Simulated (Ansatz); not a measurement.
Reaction (formal exchange of groups at the Si–Br bond): `N[SiH](Cl)Br` + `CO[SiH2]N` → `N[SiH2]O[SiH](N)Cl` + `CBr`

Calculated with Ansatz (gas phase, PBE0-D4/def2-TZVP geometries, no zero-point term in ΔE). CCSD(T)/CBS is the MP2 limit (def2-TZVPP, def2-QZVPP) plus CCSD(T) − MP2 in def2-TZVPP, frozen cores. This one scheme is used for every species. DFT in def2-TZVPP. B3LYP here is the variant with VWN-RPA as its local correlation; programs differ in this. For Br outer-core shells are correlated without core-valence functions, which leaves a few kJ/mol of doubt a bond. Scalar relativity is left out up to krypton. One conformer a species, not always the lowest.

| level | ΔE (kJ/mol) |
| --- | --- |
| PBE-D4 | -61.9 |
| B3LYP-D4 | -74.3 |
| PBE | -58.1 |
| CCSD(T)/def2-TZVPP | -77.3 |

Task: What does CCSD(T)/CBS give? (An estimate is asked.)

Result: Computed: -73.6 kJ/mol. The listed levels differ from it by 11.7, -0.7, 15.5, -3.7 kJ/mol.

Largest T1 diagnostic among the species: 0.011.

From PBE to PBE0 (25 % exact exchange), in def2-TZVPP and without D4, ΔE moves by −3.8 kJ/mol. The D4 term adds −5.7 kJ/mol with B3LYP and −3.6 kJ/mol with PBE0; it sums over pairs of atoms, weighted by their polarisabilities, and B3LYP, whose exchange is more repulsive, gets the larger term.
